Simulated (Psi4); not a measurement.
Relaxed torsion scan: SMILES C=C[SiH2][SiH2][GeH3] (C2H10GeSi2). Scanned: dihedral C1–C2–Si3–Si4 and dihedral C2–Si3–Si4–Ge5; all other coordinates were relaxed at GFN2-xTB. GFN2-xTB can order the conformers of Si and Ge chains otherwise than DFT does. Points at φ and −φ are mirror images.

Atom numbering (GFN2-xTB optimised geometry, Å):
```
15

C      2.0129     0.6780    -0.1248
C      1.9907    -0.6360     0.0256
Si     0.4548    -1.7206    -0.1342
Si    -1.3998    -0.4607    -0.7290
Ge    -1.7267     1.4062     0.6476
H      1.1202     1.2427    -0.3604
H      2.9144     1.2637    -0.0216
H      2.9229    -1.1372     0.2606
H      0.7758    -2.7708    -1.1127
H      0.2862    -2.4083     1.1571
H     -2.6288    -1.2648    -0.6831
H     -1.3252     0.0254    -2.1144
H     -1.3436     2.7338     0.0523
H     -3.1245     1.6610     1.1380
H     -0.9294     1.3876     1.9233
```

Level of theory: PBE-D3(BJ)/def2-SVP // GFN2-xTB (Psi4).

Energy in kJ/mol above the lowest grid point; x is the dihedral C1–C2–Si3–Si4 (°), y the dihedral C2–Si3–Si4–Ge5 (°).

```csv
y \ x,-150,-120,-90,-60,-30,0,30,60,90,120,150,180
180,6.1,1.9,3.0,6.0,4.2,2.4,4.2,6.0,3.0,1.9,6.1,10.1
150,7.8,3.9,5.6,7.9,6.1,4.4,6.2,8.5,5.1,3.4,7.4,11.5
120,9.1,5.1,6.8,10.4,8.7,6.6,7.5,9.8,7.2,5.4,9.2,12.8
90,6.9,2.5,3.6,7.2,6.0,3.9,5.2,7.0,5.6,3.5,7.4,10.7
60,4.5,0.0,0.3,3.5,3.6,1.6,1.7,4.0,1.7,0.7,4.9,8.3
30,6.6,1.4,1.7,4.7,5.7,4.5,4.7,5.2,2.9,1.8,6.1,10.4
0,8.0,3.6,4.0,7.4,7.2,7.1,7.2,7.4,4.0,3.6,8.0,11.8
-30,6.1,1.8,2.9,5.2,4.7,4.5,5.7,4.7,1.7,1.4,6.6,10.4
-60,4.9,0.7,1.7,4.0,1.7,1.6,3.6,3.5,0.3,0.0,4.5,8.3
-90,7.4,3.5,5.6,7.0,5.2,3.9,6.0,7.2,3.6,2.5,6.9,10.7
-120,9.2,5.4,7.2,9.8,7.5,6.6,8.7,10.4,6.8,5.1,9.1,12.8
-150,7.4,3.4,5.1,8.5,6.2,4.4,6.1,7.9,5.6,3.9,7.8,11.5
```

The six lowest points that lie below all their neighbours on the grid: x = -120, y = 60 (0.0 kJ/mol); x = 120, y = -60 (0.0 kJ/mol); x = -120, y = -60 (0.7 kJ/mol); x = 120, y = 60 (0.7 kJ/mol); x = 0, y = -60 (1.6 kJ/mol); x = 0, y = 60 (1.6 kJ/mol). The lowest path on the grid from the first to the second passes x = -60, y = -60 at 4.0 kJ/mol.
